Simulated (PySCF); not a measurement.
Write Cartesian coordinates for `O=C/C(I)=C\Cl` as optimised with PBE0-D3(BJ)/def2-SVP.

```xyz
8
C3H2ClIO angstrom
O     -1.5410   -0.4731   -0.1061
C     -0.6695   -1.1419   -0.5920
C      0.6852   -0.6447   -0.9254
I      1.0686    1.3639   -0.4756
C      1.6519   -1.3908   -1.4878
Cl     1.4782   -3.0470   -1.9104
H     -0.8191   -2.2193   -0.8376
H      2.6401   -0.9884   -1.7218
```

Orientation and origin are arbitrary. Atoms count from 1 in this order. The C–C distances run from 1.344 Å (C3=C5, drawn double) to 1.481 Å (C2–C3, drawn single), a spread of 0.137 Å. Of the pairs four or more bonds apart, Cl6···H7 is among the closest relative to their van der Waals radii: 2.67 Å, 90 % of the sum of Bondi's values. The 6 heavy atoms lie in one plane (0.004 Å rms).

Bonds between heavy atoms (Å): O1=C2 1.201, C2–C3 1.481, C3–I4 2.094, C3=C5 1.344, C5–Cl6 1.718.

Level of theory: PBE0-D3(BJ)/def2-SVP geometry optimisation, gas phase, def2 core potentials past Kr in PySCF 2.14.0.

Point group: Cs (tolerance 0.08 Å). No PBE0-D3(BJ)/def2-SVP frequencies stand behind this structure, so it isn't proved a minimum. One conformer, not necessarily the lowest (O1–C2–C3–I4 1°).
